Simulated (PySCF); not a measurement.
A structure optimised at B3LYP-D3(BJ)/def2-SVP, used in a PySCF frequency run:

```
C
C 1 1.3304
H 2 1.0938 1 121.28
H 2 1.0938 3 117.45 1 179.95
C 1 1.5202 2 134.00 3 -5.33
H 5 1.1004 1 118.76 2 -34.49
H 5 1.1036 6 109.29 1 -130.06
C 1 1.5202 2 134.00 3 -174.72
H 8 1.1004 1 118.76 2 34.49
H 8 1.1036 9 109.29 1 130.06
C 5 1.5448 6 118.77 7 -126.36
F 11 1.3743 5 116.24 6 103.04
H 11 1.1024 12 108.35 5 128.19
```
Charge 0, spin multiplicity 1.

Write its SMILES, formula and point group.

C=C1CC(F)C1, C5H7F, Cs

What are its rotational constants (standard atomic weights)?

10.040, 2.3580, 2.0356 GHz
